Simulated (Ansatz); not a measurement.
CH8AlB2N. The species carries charge 0 and has multiplicity 1. The bonds changed during the relaxation, so this is another structure than the one it started from. All single points use the PBE0-D4/def2-TZVP geometry. It is one conformer, not always the lowest.

```xyz
13

B     1.643   -1.781   -0.071
N     1.176   -0.510   -0.402
C    -0.163   -0.098   -0.481
B    -0.625    1.224   -0.898
Al   -1.378    0.920    1.109
H     2.820   -1.981   -0.081
H     0.844   -2.626    0.215
H     1.837    0.211   -0.655
H    -0.844   -0.939   -0.324
H    -1.847    1.421   -0.743
H     0.050    2.167   -1.175
H    -2.509   -0.133    1.439
H    -1.004    2.125    2.066
```

Task: What is the dipole moment at B3LYP/def2-TZVPP? (Estimate.)

Result: Ansatz gave: 0.69 D, with components (-0.02, 0.68, -0.05) D in this frame, pointing from negative to positive charge.

Task: And with PBE, r2SCAN, ωB97M-V? (Best estimate.)

Result: Ansatz gave: PBE 0.73 D, r2SCAN 0.66 D, ωB97M-V 0.69 D.

Task: Give the Mulliken charges with B3LYP, r2SCAN, ωB97M-V in def2-TZVPP. (Estimate.)

Result: The calculation gave: 
```
atom  B3LYP  r2SCAN  ωB97M-V
  B1  -0.12   -0.04    -0.16
  N2  -0.14   -0.16    -0.14
  C3  -0.04   -0.08    -0.09
  B4  -0.12   -0.10    -0.26
 Al5   0.34    0.40     0.34
  H6   0.02   -0.01     0.05
  H7   0.01   -0.02     0.05
  H8   0.16    0.17     0.13
  H9   0.15    0.15     0.17
 H10  -0.02   -0.02     0.05
 H11   0.02    0.00     0.08
 H12  -0.13   -0.15    -0.11
 H13  -0.13   -0.15    -0.10
```

B3LYP here is the variant with VWN-RPA as its local correlation; programs differ in this.
